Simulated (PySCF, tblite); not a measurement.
Parent: `[CH2:1]=[CH:2][P:3]([CH3:4])[CH3:5]` with C1–C2–P3–C4 32°, C4H9P.

The geometries are computed with GFN2-xTB (gas phase). One conformer each, not checked by frequencies here.

```
coordinate of the parent    value
                   C1=C2  1.323 Å
                   C2–P3  1.820 Å
                   P3–C4  1.852 Å
                   P3–C5  1.857 Å
                C1–C2–P3   126.6°
                C2–P3–C4   100.5°
                C2–P3–C5    96.6°
                C4–P3–C5    98.1°
```

Problem. In one relative the bonds that all share with the parent change as follows (parent's numbers): C1–C2 -0.001, C2–P3 +0.004, P3–C4 -0.002, P3–C5 -0.041 Å. Which is it?
A. `[CH2:1]=[CH:2][P:3]([CH3:4])([CH3:5])=[NH:6]` with C1–C2–P3–C4 128°
B. `[CH2:1]=[CH:2][P+:3]([CH3:4])([CH3:5])[CH2:6][CH3:7]` (charge +1) with C1–C2–P3–C4 -7°, C2–P3–C6–C7 -62°
C. `[CH2:1]=[CH:2][P+:3]([CH3:4])([CH3:5])[CH3:6]` (charge +1)

Solution. A. The changes in all of them (Å):

| SMILES | C1–C2 | C2–P3 | P3–C4 | P3–C5 |
| --- | --- | --- | --- | --- |
| C=C[P+](C)(C)CC | +0.001 | -0.023 | -0.044 | -0.046 |
| C=CP(C)(C)=N | -0.001 | +0.004 | -0.002 | -0.041 |
| C=C[P+](C)(C)C | +0.001 | -0.022 | -0.045 | -0.047 |

Atoms are paired thus: C=C[P+](C)(C)CC: C1 = C1, C2 = C2, P3 = P3, C4 = C4, C5 = C5; C=CP(C)(C)=N: C1 = C1, C2 = C2, P3 = P3, C4 = C5, C5 = C4; C=C[P+](C)(C)C: C1 = C1, C2 = C2, P3 = P3, C4 = C5, C5 = C4.
